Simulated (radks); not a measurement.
Results of a calculation; reference values are marked as such.
Sn4-, 54 electrons, occupied as [Xe]. Code: a radial shooting solver on a logarithmic mesh with Libxc functionals. Model: scalar-relativistic Kohn-Sham, LB94 model potential, spin-polarised, spherical densities, point nucleus; Watson sphere of charge +4 and radius 5.82 bohr.

Unscreened Slater integrals over Kohn-Sham orbitals (cm^-1). They are taken over the spin-up orbitals.

F0(5p,5p): 43517
F2(5p,5p): 20354
F0(5p,5s): 54966
G1(5p,5s): 26297
F0(5p,4d): 60448
F2(5p,4d): 10881
G1(5p,4d): 3310.2
G3(5p,4d): 2818.4
F0(5p,4p): 61084
F2(5p,4p): 8333.2
G0(5p,4p): 1356.4
G2(5p,4p): 1701.2
F0(5s,5s): 81958
F0(5s,4d): 102670
G2(5s,4d): 13749
F0(5s,4p): 105280
G1(5s,4p): 6603.6
F0(4d,4d): 181730
F2(4d,4d): 90885
F4(4d,4d): 59698
F0(4d,4p): 199240
F2(4d,4p): 99492
G1(4d,4p): 126240
G3(4d,4p): 77460
F0(4p,4p): 222610
F2(4p,4p): 116430
